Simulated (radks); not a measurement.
The numbers below are computed, except where a source is named.
Q: All-electron atom: Ta4+ in [Kr] 4d10 4f14 5s1.75 5p6 5d1 5f0.25 (fractional occupations, a model configuration). Level of theory: scalar-relativistic Kohn-Sham, SCAN, spin-polarised, spherical densities, finite nucleus; open shells are filled with parallel spins first (spin-orbit coupling, left out, can overturn this in heavy ions); meta-GGA in the generalised Kohn-Sham scheme; Fermi nuclear charge, rms radius 5.3507 fm (a radial shooting solver on a logarithmic mesh with Libxc functionals). Some entries of the table are withheld. Estimate them.

| orbital | occ. | eigenvalue (eV) | <1/r> (bohr^-1) | <r> (bohr) |
|---|---|---|---|---|
| 1s up | 1 | -67480.93 | 85.41 | 0.01867 |
| 1s down | 1 | -67480.88 | 85.41 | 0.01867 |
| 2s up | 1 | -11657.63 | 19.98 | 0.07892 |
| 2s down | 1 | -11657.55 | 19.98 | 0.07892 |
| 2p up | 3 | -10218.60 | 18.15 | 0.07056 |
| 2p down | 3 | -10218.52 | 18.15 | 0.07056 |
| 3s up | 1 | -2716.753 | 7.402 | 0.2046 |
| 3s down | 1 | -2716.723 | 7.402 | 0.2046 |
| 3p up | 3 | -2285.970 | 6.842 | 0.2047 |
| 3p down | 3 | -2285.930 | 6.842 | 0.2047 |
| 3d up | 5 | -1782.599 | 6.460 | 0.1857 |
| 3d down | 5 | -1782.529 | 6.460 | 0.1857 |
| 4s up | 1 | -595.2747 | 3.131 | 0.4586 |
| 4s down | 1 | -595.1770 | 3.130 | 0.4587 |
| 4p up | 3 | -453.3211 | 2.850 | 0.4873 |
| 4p down | 3 | -453.2353 | 2.850 | 0.4873 |
| 4d up | 5 | -271.0133 | 2.531 | 0.5231 |
| 4d down | 5 | -270.8955 | 2.531 | 0.5230 |
| 5s up | 1 | -119.0039 | 1.221 | (1) |
| 5s down | 0.75 | -117.9856 | 1.227 | (2) |
| 5p up | 3 | -84.0616 | (3) | (4) |
| 5p down | 3 | -82.8257 | (5) | (6) |
| 4f up | 7 | -70.2791 | 2.009 | 0.6335 |
| 4f down | 7 | -70.0205 | 2.014 | 0.6308 |
| 5d up | 1 | -43.2198 | 0.7497 | 1.702 |
| 5f up | 0.25 | -17.5120 | 0.3478 | 3.516 |

A: 
(1) 5s up <r> (bohr): 1.089
(2) 5s down <r> (bohr): 1.085
(3) 5p up <1/r> (bohr^-1): 1.040
(4) 5p up <r> (bohr): 1.256
(5) 5p down <1/r> (bohr^-1): 1.045
(6) 5p down <r> (bohr): 1.251
